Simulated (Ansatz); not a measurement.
Two isomers of CH7AlSSi: A = `[CH3][AlH][S][SiH3]`, B = `[CH3][Al]([SiH3])[SH]`.

Calculated with Ansatz (gas phase, PBE0-D4/def2-TZVP geometries, no zero-point term in ΔE). CCSD(T)/CBS is the MP2 limit (def2-TZVPP, def2-QZVPP) plus CCSD(T) − MP2 in def2-TZVPP, frozen cores. DFT in def2-TZVPP. B3LYP here is the variant with VWN-RPA as its local correlation; programs differ in this. Each species was taken in one conformer, which may not be the lowest.

Which isomer does CCSD(T)/CBS put lower? Give the gap. (An estimate is asked.)

Ansatz gave: A, by 12.7 kcal/mol.

Give E(B) − E(A) in kcal/mol with ωB97M-V, HF/def2-TZVPP, B3LYP, r2SCAN-D4, B3LYP-D4, MP2/def2-TZVPP, PBE0-D4. (An estimate is asked.)

The calculation gave: ωB97M-V 13.7, HF/def2-TZVPP 13.9, B3LYP 10.7, r2SCAN-D4 12.0, B3LYP-D4 12.1, MP2/def2-TZVPP 14.6, PBE0-D4 10.8. None reverses the order clearly.

Largest T1 diagnostic: 0.012.

The D4 term adds +1.4 kcal/mol with B3LYP and +0.7 kcal/mol with PBE0; it sums over pairs of atoms, weighted by their polarisabilities, and B3LYP, whose exchange is more repulsive, gets the larger term. From PBE to PBE0 (25 % exact exchange), in def2-TZVPP and without D4, E(B) − E(A) moves by +1.4 kcal/mol.
